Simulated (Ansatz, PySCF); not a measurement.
C2H8Si2, triplet, at the geometry of the source list (a higher spin typed on purpose: for a closed-shell molecule this is an excited state). Base run: HF/6-31G* (PySCF).

Input for PySCF:
```python
from pyscf import gto, scf

mol = gto.Mole()
mol.atom = '''
    C     0.255200    0.360500    1.252100
    Si    1.347300   -0.249000   -0.203200
    C    -0.259600   -0.389800   -1.242300
    Si   -1.342500    0.281200    0.192500
    H     0.505500    1.346900    1.631900
    H     0.250600   -0.304700    2.112200
    H     2.304600    0.741400   -0.698700
    H     2.037500   -1.520200    0.036800
    H    -0.274600    0.210000   -2.147900
    H    -0.504300   -1.405000   -1.545600
    H    -1.959900    1.582100   -0.071400
    H    -2.360000   -0.653400    0.683600
'''
mol.basis = '6-31g*'
mol.charge = 0
mol.spin = 2
mol.verbose = 4
mol.build()

mf = scf.UHF(mol)
mf.kernel()
```

The same geometry, method and basis name were run in Ansatz (an electronic-structure program) and PySCF, at each program's defaults and at the settings that a row names. The base is PySCF at its defaults. Differences at the defaults can come from grids, fitting, cores and function types together.

```
code and settings                                                          ΔE vs base (mEh)  basis functions      E (Eh)  SCF cycles  dipole (D)
-------------------------------------------------------------------------  ----------------  ---------------  ----------  ----------  ----------
PySCF, defaults (exact integrals, spherical functions)                                0.000               80  -657.94100          13        0.13
Ansatz, defaults (factorised integrals, Cartesian functions)                        -28.008               84  -657.96901           -           -
PySCF, density fitting with def2-universal-jkfit                                      0.054               80  -657.94095          13        0.13
Ansatz, high accuracy, Cartesian functions as the basis file defines them           -28.011               84  -657.96902           -           -
```

Open shells are given as the SCF converged; they aren't shown to be the lowest states, and a large step between rows can be another state.
